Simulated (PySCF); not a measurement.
Electron correlation in F⁻ (fluorine, charge -1)

[Ne], closed-shell 1S. Calculation: PySCF 2.14, in aug-cc-pwCVDZ (5s4p2d, 27 functions); no relativity, point nucleus. Frozen: nothing; 10 electrons correlated.

```json
{"level": "CCSD", "correlation energy (mhartree)": "-273.10"}
{"level": "(T)", "correlation energy (mhartree)": "-6.68"}
{"level": "CCSD(T)", "correlation energy (mhartree)": "-279.78"}
{"level": "CCSDT", "correlation energy (mhartree)": "-280.00"}
```

Diagnostics: T1 = 0.020, D1 = 0.0363, largest double amplitude 0.037.

Question: Is a single reference adequate?

Answer: Yes: T1 lies below 0.03 and no double amplitude reaches 0.07.
